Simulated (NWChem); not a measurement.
System: SiOH cation, singlet; SMILES [OH+]=[Si]

```xyz
3

O     -0.8982    -0.0156    -0.0061
Si     0.6603     0.0115     0.0045
H     -1.8668    -0.0327    -0.0128
```
Atoms are numbered in this order, from 1.

Computed with NWChem. Pople sets run with spherical d functions. Low-valent species are run as closed-shell singlets; no triplet was tried in these runs. Geometry: optimised at PBE0/def2-SVP. GIAO values for the isolated, static molecule; σ is the absolute isotropic shielding, δ = σ(reference) − σ with the isolated reference molecule computed at the same levels (1H: tetramethylsilane, 17O: water, 29Si: tetramethylsilane).

For level BHandHLYP/pcSseg-1:

| Quantity | Value |
|---|---|
| δ O1 (ppm) | 184.6 |
| δ Si2 (ppm) | -130.6 |
| δ H3 (ppm) | 6.38 |

Question: How do the values read with level B3LYP/6-31G* instead?

Answer: δ O1 (ppm): 168.6
δ Si2 (ppm): -123.8
δ H3 (ppm): 5.94
